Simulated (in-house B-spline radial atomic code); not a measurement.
Radial electron density of W14+, [Kr] 4d10 4f12 5s2. Method: scalar-relativistic (X2C) HSE06, spin-polarised, spherical fractional occupations, Fermi nucleus of rms radius 5.3658 fm. Calculated with a radial B-spline atomic code at the basis-set limit.

Caution: exact exchange at fractional occupations of open shells leaves self-interaction of up to several eV.

One-electron X2C: radii and densities carry no picture-change correction, so inner-shell <1/r> comes out high (for 1s by about 2 % at Z = 33, 5 % at 54, 10 % at 75, 30 % at 118) and <r> low.

Columns: r (bohr), 4πr²n(r) (electrons per bohr), bar.

```
 0.00033    2.712 #
0.000404    3.611 #
0.000493     4.77 ##
0.000602    6.286 ##
0.000736    8.269 ###
0.000899    10.82 ####
  0.0011    14.12 #####
 0.00134     18.2 ######
 0.00164    23.44 ########
   0.002    29.78 ##########
 0.00245    37.62 ############
 0.00299    46.68 ###############
 0.00366    57.14 ###################
 0.00447    68.37 ######################
 0.00546    79.81 ##########################
 0.00667    90.43 #############################
 0.00815    98.88 ################################
 0.00996    103.8 ##################################
  0.0122    104.1 ##################################
  0.0149      100 #################################
  0.0182    93.68 ###############################
  0.0222    89.02 #############################
  0.0271    90.63 ##############################
  0.0332    101.4 #################################
  0.0405    118.3 #######################################
  0.0495      133 ###########################################
  0.0605    135.1 ############################################
  0.0739    122.6 ########################################
  0.0903    107.2 ###################################
    0.11    105.3 ##################################
   0.135      118 ######################################
   0.165    123.3 ########################################
   0.201    104.5 ##################################
   0.246    74.38 ########################
     0.3    62.73 ####################
   0.367    70.93 #######################
   0.449    73.34 ########################
   0.548    57.15 ###################
    0.67    33.94 ###########
   0.818    17.01 ######
       1    7.584 ##
    1.22    2.786 #
    1.49   0.6918 
    1.82  0.09765 
    2.23 0.006268 
    2.72 0.0001787 
    3.33 1.327e-06
```

On this grid the curve has 4 maxima, near 0.0122, 0.0605, 0.165, 0.449 bohr.

The 5s up radial function P(r) = rR(r), positive near the nucleus:

```tsv
r (bohr)	P
0.00027	0.04079
0.000404	0.05429
0.000602	0.07154
0.000899	0.09364
0.00134	0.121
0.002	0.1538
0.00299	0.1901
0.00447	0.2244
0.00667	0.2449
0.00996	0.2308
0.0149	0.1533
0.0222	-0.006368
0.0332	-0.2213
0.0495	-0.3498
0.0739	-0.1772
0.11	0.288
0.165	0.4669
0.246	-0.1885
0.367	-0.7179
0.548	0.1486
0.818	1.205
1.22	0.8952
1.82	0.1921
2.72	0.008449
```
